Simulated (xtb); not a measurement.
trisilane (H8Si3), singlet, at a GFN2-xTB geometry; xtb with GFN2-xTB.

The xtb input:
```
$ xtb mol.xyz --gfn 2 --json

# file mol.xyz
11

Si     1.84434748     0.77811444    -0.03231500
Si     0.16416537    -0.81270586    -0.09228709
Si    -1.99843538    -0.01529745     0.11893695
H      3.19901703     0.23312390    -0.14758428
H      1.70184530     1.75355602    -1.11706786
H      1.81606434     1.54371778     1.21735150
H      0.41379658    -1.82450880     0.94977864
H      0.27643206    -1.59248980    -1.33779706
H     -2.32028977     0.95246609    -0.93389650
H     -2.19373438     0.68155636     1.39358787
H     -3.03421581    -1.04897755     0.05493974
```

It wrote (shortened):

```
   ID    Z sym.   atoms
    1   14 Si     1-3
    2    1 H      4-11

           -------------------------------------------------
          |                Calculation Setup                |
           -------------------------------------------------

           -------------------------------------------------
          |                 G F N 2 - x T B                 |
           -------------------------------------------------

          ...................................................
          :                      SETUP                      :
          :.................................................:
          :  # basis functions                  38          :
          :  # atomic orbitals                  35          :
          :  # shells                           17          :
          :  # electrons                        20          :
          :  max. iterations                   250          :
          :  Hamiltonian                  GFN2-xTB          :
          :  restarted?                      false          :
          :  GBSA solvation                  false          :
          :  PC potential                    false          :
          :  electronic temp.          300.0000000     K    :
          :  accuracy                    1.0000000          :
          :  -> integral cutoff          0.2500000E+02      :
          :  -> integral neglect         0.1000000E-07      :
          :  -> SCF convergence          0.1000000E-05 Eh   :
          :  -> wf. convergence          0.1000000E-03 e    :
          :  Broyden damping             0.4000000          :
          :  net charge                          0          :
          :  unpaired electrons                  0          :
          ...................................................

 iter      E             dE          RMSdq      gap      omega  full diag
   1     -9.1993733 -0.919937E+01  0.496E+00    4.39       0.0  T
   2     -9.3205167 -0.121143E+00  0.205E+00    3.98       1.0  T
   3     -9.3213695 -0.852786E-03  0.109E+00    3.95       1.0  T
   4     -9.3213785 -0.898444E-05  0.154E-01    3.96       1.0  T
   5     -9.3214161 -0.375764E-04  0.911E-02    3.97       1.0  T
   6     -9.3214191 -0.304378E-05  0.245E-02    3.97       1.2  T
   7     -9.3214199 -0.817430E-06  0.116E-02    3.96       2.6  T
   8     -9.3214201 -0.200086E-06  0.469E-03    3.96       6.4  T
   9     -9.3214202 -0.352492E-07  0.143E-03    3.96      21.1  T
  10     -9.3214202 -0.460744E-09  0.435E-04    3.96      69.3  T
  11     -9.3214202  0.162963E-10  0.237E-04    3.96     127.4  T

   *** convergence criteria satisfied after 11 iterations ***

         :::::::::::::::::::::::::::::::::::::::::::::::::::::
         ::                     SUMMARY                     ::
         :::::::::::::::::::::::::::::::::::::::::::::::::::::
         :: total energy              -9.235772500638 Eh    ::
         :: gradient norm              0.000025104494 Eh/a0 ::
         :: HOMO-LUMO gap              3.963846852840 eV    ::
         ::.................................................::
         :: SCC energy                -9.321410306276 Eh    ::
         :: -> isotropic ES            0.021712211427 Eh    ::
         :: -> anisotropic ES          0.002771906484 Eh    ::
         :: -> anisotropic XC          0.008350163920 Eh    ::
         :: -> dispersion             -0.007498270183 Eh    ::
         :: repulsion energy           0.085637805637 Eh    ::
         :: add. restraining           0.000000000000 Eh    ::
         :: total charge              -0.000000000000 e     ::
         :::::::::::::::::::::::::::::::::::::::::::::::::::::

           -------------------------------------------------
          |                Property Printout                |
           -------------------------------------------------

    * Orbital Energies and Occupations

         #    Occupation            Energy/Eh            Energy/eV
      -------------------------------------------------------------
         1        2.0000           -0.7704377             -20.9647
         2        2.0000           -0.6965767             -18.9548
         3        2.0000           -0.6141425             -16.7117
         4        2.0000           -0.4320542             -11.7568
         5        2.0000           -0.4276698             -11.6375
         6        2.0000           -0.4265143             -11.6060
         7        2.0000           -0.4264360             -11.6039
         8        2.0000           -0.4221379             -11.4870
         9        2.0000           -0.3841417             -10.4530
        10        2.0000           -0.3578655              -9.7380 (HOMO)
        11                         -0.2121968              -5.7742 (LUMO)
        12                         -0.2092077              -5.6928
        13                         -0.1940105              -5.2793
        14                         -0.1867397              -5.0814
        15                         -0.1762110              -4.7949
        16                         -0.1612163              -4.3869
        17                         -0.1490745              -4.0565
        18                         -0.1441315              -3.9220
        19                         -0.1182953              -3.2190
        20                         -0.0988576              -2.6901
        21                         -0.0878830              -2.3914
       ...                                ...                  ...
        35                          0.8531431              23.2152
      -------------------------------------------------------------
                  HL-Gap            0.1456687 Eh            3.9638 eV
             Fermi-level           -0.2850312 Eh           -7.7561 eV

     #   Z          covCN         q      C6AA      α(0)
     1  14 Si       3.695     0.360   100.722    19.223
     2  14 Si       3.715     0.283   102.610    19.396
     3  14 Si       3.695     0.360   100.722    19.223
     4   1 H        0.918    -0.113     6.025     3.839
     5   1 H        0.918    -0.128     6.640     4.030
     6   1 H        0.918    -0.128     6.651     4.033
     7   1 H        0.915    -0.133     6.891     4.106
     8   1 H        0.915    -0.133     6.891     4.106
     9   1 H        0.918    -0.128     6.651     4.033
    10   1 H        0.918    -0.128     6.640     4.030
    11   1 H        0.918    -0.113     6.025     3.839

 Mol. C6AA /au·bohr⁶  :       2542.511896
 Mol. C8AA /au·bohr⁸  :     105926.845869
 Mol. α(0) /au        :         89.857780

Wiberg/Mayer (AO) data.
largest (>0.10) Wiberg bond orders for each atom

 ---------------------------------------------------------------------------
     #   Z sym  total        # sym  WBO       # sym  WBO       # sym  WBO
 ---------------------------------------------------------------------------
     1  14 Si   3.672 --     4 H    0.900     5 H    0.900     6 H    0.900
                             2 Si   0.860
     2  14 Si   3.687 --     8 H    0.895     7 H    0.895     3 Si   0.860
                             1 Si   0.860
     3  14 Si   3.672 --    11 H    0.900    10 H    0.900     9 H    0.900
                             2 Si   0.860
     4   1 H    0.987 --     1 Si   0.900
     5   1 H    0.984 --     1 Si   0.900
     6   1 H    0.984 --     1 Si   0.900
     7   1 H    0.982 --     2 Si   0.895
     8   1 H    0.982 --     2 Si   0.895
     9   1 H    0.984 --     3 Si   0.900
    10   1 H    0.984 --     3 Si   0.900
    11   1 H    0.987 --     3 Si   0.900
 ---------------------------------------------------------------------------

Topologies differ in total number of bonds
Writing topology from bond orders to xtbtopo.mol

molecular dipole:
                 x           y           z       tot (Debye)
 q only:        0.015      -0.073      -0.008
   full:        0.013      -0.064      -0.007       0.167
molecular quadrupole (traceless):
                xx          xy          yy          xz          yz          zz
 q only:       -1.523      -0.318      -0.088       0.164      -0.155       1.611
  q+dip:       -2.291      -0.448      -0.279       0.255      -0.265       2.569
   full:       -2.714      -0.581      -0.085       0.281      -0.261       2.799

           -------------------------------------------------
          | TOTAL ENERGY               -9.235772500638 Eh   |
          | GRADIENT NORM               0.000025104494 Eh/α |
          | HOMO-LUMO GAP               3.963846852840 eV   |
           -------------------------------------------------

normal termination of xtb
```
